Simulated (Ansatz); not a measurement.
AlCl$_{3}$ (SMILES [Cl][Al]([Cl])[Cl]), singlet, at a GFN2-xTB geometry (such geometries of metal compounds can be far from the true shape). Base run: HF/def2-SVP (Ansatz, a quantum-chemistry and plane-wave program).

Geometry (Å):
```xyz
4

Al     0.0001     0.0000    -0.0117
Cl     0.0117     2.0298    -0.0026
Cl     1.7519    -1.0250     0.0166
Cl    -1.7637    -1.0048    -0.0050
```
All else is at Ansatz's defaults.
Base energy -1620.13191 Eh.

The base run was repeated with changes; each row names its change, and settings that it needs were set with it.

```json
[
 {"change": "base", "ΔE vs base (mEh)": "0.000"},
 {"change": "point_charge = charge:-1.0 position_ang:0.4868, 3.282, -3.781", "ΔE vs base (mEh)": "-4.635"},
 {"change": "nuclear_model = gaussian", "ΔE vs base (mEh)": "1.331"},
 {"change": "lower_state_search = light", "ΔE vs base (mEh)": "0.000"},
 {"change": "accuracy = high", "ΔE vs base (mEh)": "-0.006"},
 {"change": "lower_state_search = off", "ΔE vs base (mEh)": "0.000"},
 {"change": "forces = on", "ΔE vs base (mEh)": "0.000"},
 {"change": "fitting.mean_field = cc-pVTZ-JKFIT", "ΔE vs base (mEh)": "0.078"},
 {"change": "lower_state_search = full", "ΔE vs base (mEh)": "0.000"},
 {"change": "point_charge = charge:1.0 position_ang:-1.2125, 0.7999, -4.8162", "ΔE vs base (mEh)": "5.178"},
 {"change": "fitting.mean_field = def2-universal-JKFIT", "ΔE vs base (mEh)": "0.089"}
]
```
